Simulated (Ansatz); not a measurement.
Start from `CC1C[SiH2]O1` and change one atom or group to get `C1C[SiH2]O1`.

Ansatz, PBE0-D4/def2-TZVP geometries, multiplicity 1. 

```json
{"property": "ideal-gas entropy at 298 K and 1 bar (rigid rotor, harmonic PBE0-D4/def2-TZVP) / J/(mol·K)", "`CC1C[SiH2]O1`": "319"}
{"property": "size of the dipole moment (ωB97M-V/def2-TZVPP) / D", "`CC1C[SiH2]O1`": "1.74"}
{"property": "zero-point energy (PBE0-D4/def2-TZVP) / kJ/mol", "`CC1C[SiH2]O1`": "273.9"}
{"property": "HOMO energy (ωB97M-V/def2-TZVPP) / eV", "`CC1C[SiH2]O1`": "-10.18"}
{"property": "LUMO energy (PBE0/def2-TZVPP) / eV", "`CC1C[SiH2]O1`": "0.01"}
{"property": "size of the dipole moment (PBE/def2-TZVPP) / D", "`CC1C[SiH2]O1`": "1.68"}
```

(1) Give the same properties after the change, and the shifts. (An estimate is asked.)

## Answers

(1) Computed: 
```
                                                                                  property  `C1C[SiH2]O1`  shift
ideal-gas entropy at 298 K and 1 bar (rigid rotor, harmonic PBE0-D4/def2-TZVP) / J/(mol·K)            291    -28
                                        size of the dipole moment (ωB97M-V/def2-TZVPP) / D           1.79   0.05
                                            zero-point energy (PBE0-D4/def2-TZVP) / kJ/mol          200.7  -73.2
                                                     HOMO energy (ωB97M-V/def2-TZVPP) / eV         -10.22  -0.04
                                                        LUMO energy (PBE0/def2-TZVPP) / eV          -0.10  -0.11
                                            size of the dipole moment (PBE/def2-TZVPP) / D           1.71   0.03
```

The zero-point energy changes by -73.2 kJ/mol with -9 modes. Dipoles are sizes alone; their direction can turn.

Positive LUMOs are unbound, so they and the gaps depend on the basis.
